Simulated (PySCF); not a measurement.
Species: SiCl₄.
Cartesian coordinates in Å at the PBE0-D3(BJ)/def2-SVP level; atoms count from 1:
```
atom  x, y, z in Å
Si1   -0.0015    0.0001    0.0016
Cl2    0.0008   -0.0219    2.0366
Cl3    1.9162    0.0102   -0.6761
Cl4   -0.9617    1.6674   -0.6623
Cl5   -0.9539   -1.6560   -0.6998
```

Method: TDDFT wB97X-D/def2-SVPD, vertical, gas phase, core orbitals frozen in the response in PySCF 2.14.0, density-fitted response routines.

Transition dipole moments from the ground state, in atomic units and in the frame of the coordinates above (overall signs are arbitrary), for the states with f of 0.002 or more among the lowest 8:

| state | E (hartree) | μx | μy | μz |
| --- | --- | --- | --- | --- |
| S4 | 0.3080 | 0.675 | 0.043 | -0.167 |
| S5 | 0.3081 | -0.014 | -0.331 | -0.123 |
| S6 | 0.3082 | 0.009 | -0.114 | 0.207 |
| S7 | 0.3084 | -0.041 | 0.610 | 0.037 |
| S8 | 0.3085 | -0.178 | 0.050 | -0.644 |

Question: Work out the oscillator strengths.

Answer: f = (2/3) ΔE |μ|² with ΔE in hartree (27.2114 eV).

```csv
state,|μ|² (au),|μ| (D),f
S4,0.485,1.77,0.100
S5,0.125,0.90,0.026
S6,0.056,0.60,0.012
S7,0.375,1.56,0.077
S8,0.448,1.70,0.092
```

Question: Which bond between heavy atoms lies closest to the direction of the S4 transition dipole?

Answer: Si1–Cl3, at 6° from it; next Si1–Cl5 at 65°.

Question: How is the summed strength of these states shared among x, y and z?

Answer: (2/3) Σ ΔE μα² gives 0.100 for x, 0.102 for y and 0.103 for z, 0.306 in all.

Question: What peak molar absorption coefficient would the strongest computed level give as a lone Gaussian band 0.3 eV wide at half height?

Answer: ε(max) = 2.175×10⁸ f / FWHM, with the width in cm⁻¹. S7/S8 (f summed): 2.175×10⁸ × 0.1693 / 2420 ≈ 15000 L mol⁻¹ cm⁻¹.

S5/S6 and S7/S8 coincide within about 0.01 eV; within a degenerate level the directions of the single components are arbitrary.
